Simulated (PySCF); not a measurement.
Ionisation energy of F+ by level of theory

F+ [He] 2s2 2p4 [2p1/2^2 2p3/2^2, M_J = 2] → F(2+) [He] 2s2 2p3 [2p1/2^2 2p3/2^1, M_J = 3/2], as a difference of total energies. Calculation: PySCF 2.14, in x2c-TZVPPall-2c (5s3p2d1f, 31 functions); the two-component X2C-1e Hamiltonian. Correlated levels: 1s2 frozen. "Screened" scales the spin-orbit matrix elements by Boettger's factors to mimic the two-electron term; Breit and QED terms are absent.

Question: Order these methods by the ionisation energy they give, lowest first.
A. GMP2 (spin-free)
B. GMP2 (screened spin-orbit)
C. GHF (spin-free)
D. GHF (screened spin-orbit)

Answer: C (33.287 eV), D (33.308 eV), A (34.580 eV), B (34.601 eV).

Errors of the correlated levels include the incompleteness of this basis and the frozen core.

The labels give the starting determinants; with spin-orbit coupling the two ends relaxed to ⟨J²⟩ = 6.01, ⟨L²⟩ = 2.00, ⟨S²⟩ = 2.00 and ⟨J²⟩ = 3.75, ⟨L²⟩ = 0.00, ⟨S²⟩ = 3.75.

For comparison: 34.971 eV (measured; NIST Atomic Spectra Database, ionization energies).
